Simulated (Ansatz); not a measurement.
Ligand exchange: CH5N + GeH2(NH2)2 → CH6N2 + GeH3(NH2)

Species: CH5N (methylamine) `CN`, singlet; GeH2(NH2)2, singlet; CH6N2 (methylhydrazine) `CNN`, singlet; GeH3(NH2), singlet. The partners trade H for NH2: N–H and Ge–NH2 bonds give way to N–NH2 and Ge–H.

Shapes, held fixed at every level: PBE0-D4/def2-TZVP. Flexible molecules stand in one conformer, not always the lowest. Programs: Ansatz 0.2.0. The zero-point and thermal change to 298 K, harmonic and unscaled (PBE0-D4/def2-TZVP), is -4.5 kJ/mol.

```json
{"level": "HF/def2-TZVPP", "kind": "Hartree–Fock", "ΔH(298 K) (kJ/mol)": "+169.2", "less CCSD(T)/def2-TZVPP": "-1.1"}
{"level": "PBE-D4/def2-TZVPP", "kind": "GGA", "ΔH(298 K) (kJ/mol)": "+154.2", "less CCSD(T)/def2-TZVPP": "-16.1"}
{"level": "r2SCAN-D4/def2-TZVPP", "kind": "meta-GGA", "ΔH(298 K) (kJ/mol)": "+165.3", "less CCSD(T)/def2-TZVPP": "-5.0"}
{"level": "wB97M-V/def2-TZVPP", "kind": "range-separated hybrid", "ΔH(298 K) (kJ/mol)": "+163.7", "less CCSD(T)/def2-TZVPP": "-6.6"}
{"level": "wB97X-V/def2-TZVPP", "kind": "range-separated hybrid", "ΔH(298 K) (kJ/mol)": "+159.4", "less CCSD(T)/def2-TZVPP": "-10.9"}
{"level": "B2PLYP/def2-TZVPP", "kind": "double hybrid", "ΔH(298 K) (kJ/mol)": "+167.8", "less CCSD(T)/def2-TZVPP": "-2.5"}
{"level": "CCSD/def2-TZVPP", "kind": "coupled cluster or CI", "ΔH(298 K) (kJ/mol)": "+170.6", "less CCSD(T)/def2-TZVPP": "+0.3"}
{"level": "CCSD(T)/def2-TZVPP", "kind": "coupled cluster or CI", "ΔH(298 K) (kJ/mol)": "+170.3", "less CCSD(T)/def2-TZVPP": "0.0"}
```

The highest level, CCSD(T)/def2-TZVPP, gives ΔH(298 K) = +170.3 kJ/mol; the levels span +154.2 to +170.6. The column of differences is taken from that level and isn't an error. No measured value is set beside it here. Relativity is left out for Ge unless named. Correlated rows may include outer-core shells of Ge, which these sets cover unevenly.
